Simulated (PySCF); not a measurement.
Molfile (atoms numbered from 1):
```
C11H12O
     RDKit          3D

 24 24  0  0  0  0  0  0  0  0999 V2000
    4.5527    2.0955    1.8518 C   0  0  0  0  0  0  0  0  0  0  0  0
    3.5348    1.8591    0.7561 C   0  0  0  0  0  0  0  0  0  0  0  0
    2.3680    0.9980    1.1887 C   0  0  0  0  0  0  0  0  0  0  0  0
    2.3010    0.5291    2.3064 O   0  0  0  0  0  0  0  0  0  0  0  0
    1.3186    0.7617    0.1669 C   0  0  0  0  0  0  0  0  0  0  0  0
    0.2377    0.0178    0.4653 C   0  0  0  0  0  0  0  0  0  0  0  0
   -0.8896   -0.3215   -0.3960 C   0  0  0  0  0  0  0  0  0  0  0  0
   -1.0053    0.1331   -1.7218 C   0  0  0  0  0  0  0  0  0  0  0  0
   -2.0993   -0.2207   -2.5006 C   0  0  0  0  0  0  0  0  0  0  0  0
   -3.1039   -1.0369   -1.9747 C   0  0  0  0  0  0  0  0  0  0  0  0
   -3.0058   -1.4954   -0.6626 C   0  0  0  0  0  0  0  0  0  0  0  0
   -1.9092   -1.1399    0.1174 C   0  0  0  0  0  0  0  0  0  0  0  0
    4.9408    1.1412    2.2354 H   0  0  0  0  0  0  0  0  0  0  0  0
    5.3982    2.6959    1.4865 H   0  0  0  0  0  0  0  0  0  0  0  0
    4.0964    2.6191    2.7043 H   0  0  0  0  0  0  0  0  0  0  0  0
    3.1223    2.8083    0.3678 H   0  0  0  0  0  0  0  0  0  0  0  0
    3.9913    1.3719   -0.1255 H   0  0  0  0  0  0  0  0  0  0  0  0
    1.4587    1.2109   -0.8210 H   0  0  0  0  0  0  0  0  0  0  0  0
    0.2094   -0.3807    1.4867 H   0  0  0  0  0  0  0  0  0  0  0  0
   -0.2288    0.7730   -2.1460 H   0  0  0  0  0  0  0  0  0  0  0  0
   -2.1733    0.1419   -3.5285 H   0  0  0  0  0  0  0  0  0  0  0  0
   -3.9631   -1.3133   -2.5904 H   0  0  0  0  0  0  0  0  0  0  0  0
   -3.7877   -2.1332   -0.2442 H   0  0  0  0  0  0  0  0  0  0  0  0
   -1.8311   -1.4987    1.1470 H   0  0  0  0  0  0  0  0  0  0  0  0
  1  2  1  0
  2  3  1  0
  3  4  2  0
  3  5  1  0
  5  6  2  0
  6  7  1  0
  7  8  2  0
  8  9  1  0
  9 10  2  0
 10 11  1  0
 11 12  2  0
 12  7  1  0
  1 13  1  0
  1 14  1  0
  1 15  1  0
  2 16  1  0
  2 17  1  0
  5 18  1  0
  6 19  1  0
  8 20  1  0
  9 21  1  0
 10 22  1  0
 11 23  1  0
 12 24  1  0
M  END
```

Geometry: PBE0-D3(BJ)/def2-SVP; GIAO shifts from PySCF 2.14.0 with density-fitted response routines, gas phase, non-relativistic, averaged over equivalent atoms.

At wB97X-D/pcSseg-1 (264 basis functions):
```tsv
atoms	δ (ppm)
C3	202.3
C6	151.5
C7	139.4
C10	137.8
C8/C12	136.1
C9/C11	135.3
C5	126.4
C2	39.5
C1	9.3
O4	604.0
H19	7.94
H20/H24	7.80
H21/H23	7.54
H22	7.51
H18	6.78
H16/H17	2.39
H13/H14/H15	1.16
```

δ = σ(ref) − σ, references computed at the same level: TMS for 13C (σ = 184.54 ppm) and 1H (σ = 31.38 ppm); H2O for 17O (σ = 333.19 ppm).

**Question.** What do these become at PBE0/pcSseg-1?

**Answer.** 
```
      atoms  δ at PBE0/pcSseg-1  change
         C3               200.3    -2.0
         C6               149.7    -1.8
         C7               138.8    -0.6
        C10               136.8    -1.0
     C8/C12               135.0    -1.1
     C9/C11               134.3    -1.0
         C5               125.7    -0.7
         C2                39.9    +0.4
         C1                 9.1    -0.2
         O4               608.7    +4.7
        H19                7.87   -0.07
    H20/H24                7.78   -0.02
    H21/H23                7.53   -0.01
        H22                7.49   -0.02
        H18                6.77   -0.01
    H16/H17                2.44   +0.05
H13/H14/H15                1.15   -0.01
```

δ = σ(ref) − σ, references computed at the same level: TMS for 13C (σref 184.41) and 1H (σref 31.27); 17O (σref 334.56) vs H2O.

The largest change is at O4 (ketone oxygen). Cost: 264 basis functions. The order of the carbon signals is the same at both levels.

The carbons averaged at δ 136.1 differ by 10 ppm in this conformer. Unscaled 17O shifts of doubly bonded oxygen tend to come out too high, by tens of ppm or more. Experimental scales use liquid or dissolved standards, which lie at an offset from isolated H2O (liquid H2O: subtract about 36 ppm).
